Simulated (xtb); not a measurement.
H2O, charge +1, doublet, geometry from GFN2-xTB (a state made from the parent by changing its charge; the spin is typed, not shown lowest). Base run: GFN0-xTB (xtb 6.7.1).

Geometry (Å):
```xyz
3

O      0.0084     0.0016     0.0993
H     -0.0532     0.8664    -0.4098
H     -0.0138    -0.8795    -0.3843
```
Charge +1, spin multiplicity 2.
All else is at xtb's defaults.
Base energy -2.44123 Eh.

Each row names what was changed in the base input (with any setting that the change needs).

```json
[
 {"change": "base", "ΔE vs base (kcal/mol)": "0.000"},
 {"change": "acc = 0.0001", "ΔE vs base (kcal/mol)": "0.000"},
 {"change": "etemp = 1000", "ΔE vs base (kcal/mol)": "-0.004"},
 {"change": "acc = 30", "ΔE vs base (kcal/mol)": "0.000"}
]
```
